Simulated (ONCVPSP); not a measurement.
**u(r) = r·R(r): atom against pseudo-atom (Be (Z = 4))**

Columns: radius, all-electron u(r) and pseudo u(r) of the 2s shell (level -9.46 eV) of beryllium in the configuration [He] 2s1.5; LDA (Perdew-Wang 92), scalar-relativistic, ONCV scheme, ONCVPSP 4.0.1.

```csv
r (bohr),all-electron,pseudo
0.085,-0.1923,0.0180
0.170,-0.2669,0.0372
0.255,-0.2694,0.0586
0.340,-0.2288,0.0831
0.425,-0.1632,0.1115
0.510,-0.0848,0.1438
0.595,-0.0011,0.1800
0.680,0.0829,0.2198
0.765,0.1637,0.2625
0.850,0.2396,0.3072
0.935,0.3094,0.3529
1.020,0.3724,0.3984
1.105,0.4285,0.4425
1.190,0.4778,0.4843
1.275,0.5203,0.5226
1.360,0.5564,0.5568
1.445,0.5864,0.5862
1.530,0.6107,0.6105
1.615,0.6297,0.6296
1.700,0.6438,0.6438
1.785,0.6535,0.6535
1.870,0.6591,0.6591
1.955,0.6611,0.6611
2.040,0.6599,0.6599
2.125,0.6558,0.6558
2.210,0.6492,0.6492
```

How many radial nodes do the two functions have?

The all-electron 2s function has n − l − 1 = 1; the pseudo-wave has 0, since the states of the same l below it are removed with the core.

At about which radius was the pseudo-wave matched?

1.70 bohr. The columns agree to 0.0005 from 1.36 bohr on; several derivatives are matched, so the curves merge somewhat inside the radius.

Is the pseudo-wave norm-conserving?

Yes: the ONCV scheme keeps the norm inside the radius equal to the all-electron one, which fixes the energy derivative of the logarithmic derivative at the level.
